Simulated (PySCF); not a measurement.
**Zr¹⁶⁺: ionisation energy**

Zr¹⁶⁺ [Ar] 3d6 (5D) → Zr¹⁷⁺ [Ar] 3d5 (6S), as a difference of total energies. Computed with PySCF 2.14 in an uncontracted even-tempered set (17 s from 1.4 bohr⁻², ratio 2.5; 11 p from 1.8 bohr⁻², ratio 2.5; 8 d from 1.8 bohr⁻², ratio 2.5; 4 f from 8.2 bohr⁻², ratio 2.7; 4 g from 12 bohr⁻², ratio 2.7), with the non-relativistic Hamiltonian (point nucleus). Correlated levels: outer shells: [Ne] frozen; virtual orbitals above 40 to 60 times the deepest correlated orbital energy dropped. The calculations carry no spin-orbit coupling.

```json
{"method": "UHF", "ionisation energy (eV)": "623.36"}
{"method": "LDA", "ionisation energy (eV)": "626.01"}
{"method": "PBE", "ionisation energy (eV)": "626.15"}
{"method": "PBE0", "ionisation energy (eV)": "625.96"}
{"method": "r2SCAN", "ionisation energy (eV)": "626.00"}
{"method": "TPSSh", "ionisation energy (eV)": "626.06"}
{"method": "MN15", "ionisation energy (eV)": "625.75"}
{"method": "MP2 (outer shells)", "ionisation energy (eV)": "624.78"}
{"method": "SCS-MP2 (outer shells)", "ionisation energy (eV)": "624.95"}
```

Q: How much does correlation contribute at MP2 (outer shells)?

A: 624.78 − (623.36) = 1.42 eV, measured against UHF.

A first-order spin-orbit estimate (lowest level to lowest level, LS coupling) adds 1.132 eV.

All relativistic terms are absent from these numbers, so their closeness to the reference says little about the methods.

For comparison: 622 ± 3 eV (theoretical estimate listed by NIST; NIST Atomic Spectra Database, ionization energies).
